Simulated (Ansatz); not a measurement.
Input file for Ansatz (a quantum-chemistry and plane-wave program): U-CCSD(T)/cc-pV(T+d)Z on F2Si (SMILES F[Si]F), a point of a bond scan (R = 1.931 Å). Files ending in .json are basis or fitting sets from the Basis Set Exchange.

Ansatz 0.2 input:
```yaml
crystal:
  periodic: [false, false, false]
  atoms:
    - {symbol: Si, position_ang: [0.01300632, 0.00212733, 0.57701376]}
    - {symbol: F, position_ang: [1.21122206, -0.84406547, -0.67848004]}
    - {symbol: F, position_ang: [-1.03175149, 0.69972417, -0.42834589]}
basis:
  gaussian:
    orbitals: cc-pV_T+d_Z.json
correlation: {method: ccsd_t, electrons: outside_noble_gas}
scf: {omitted_lower_state_checks: [cluster_reference]}
magnetization: {spin_polarized: true, initial_magnetization: 0}
```

Program output:

```
WARN ansatz: RAYON_NUM_THREADS=1 ignored (pool sized by the plan → 1); use --threads N
Functional definition: HF
these checks for a lower state are left out or cut short: cluster_reference
integrals: 0.17 GiB planned
619 factors; integrals over basis functions are off by at most 1.2e-3 eV
mean field: 0.23 GiB planned
mean field evaluation 1: about -13274.9391 eV, gradient 2.9e1 eV
mean field evaluation 2: about -13274.9444 eV, gradient 2.9e1 eV
mean field evaluation 4: about -13277.9784 eV, gradient 1.7e0 eV
mean field evaluation 8: about -13278.0094 eV, gradient 9.5e-4 eV
mean field evaluation 16: about -13278.0006 eV, gradient 1.6e-1 eV
mean field -13278.00937345 eV, -487.9578443162 hartree, gradient 8.3e-6 eV, S^2 0.000000; 2 other end points of the search recorded, 0 dependent functions left out
7 core orbitals not correlated
reference -13278.00937345 eV, -487.9578443162 hartree; 9, 9 occupied and 83, 83 virtual orbitals, 619 factors
second order -16.60878396 eV of doubles, -0.00000000 eV of singles
coupled cluster: 0.49 GiB planned
cycle   1  -16.20357055 eV  change    4.1e-1 eV  update   1.1e-1
cycle   2  -16.61793103 eV  change   -4.1e-1 eV  update   4.2e-2
cycle   3  -16.75106895 eV  change   -1.3e-1 eV  update   2.2e-2
cycle   4  -16.74121069 eV  change    9.9e-3 eV  update   5.8e-3
cycle   5  -16.73421025 eV  change    7.0e-3 eV  update   2.6e-3
cycle   6  -16.73527307 eV  change   -1.1e-3 eV  update   1.0e-3
cycle   7  -16.73546963 eV  change   -2.0e-4 eV  update   4.1e-4
cycle   8  -16.73527302 eV  change    2.0e-4 eV  update   1.5e-4
cycle   9  -16.73529464 eV  change   -2.2e-5 eV  update   6.2e-5
cycle  10  -16.73532446 eV  change   -3.0e-5 eV  update   2.1e-5
cycle  11  -16.73529716 eV  change    2.7e-5 eV  update   8.3e-6
cycle  12  -16.73530545 eV  change   -8.3e-6 eV  update   3.2e-6
perturbative correction -0.56784969 eV, -0.0208680914 hartree
Total energy: -13295.31252859 eV, -488.5937235393 hartree
Checks for a lower state left out: cluster_reference
```

The calculation finished and met its thresholds.

Cost: roughly 9 core-seconds.
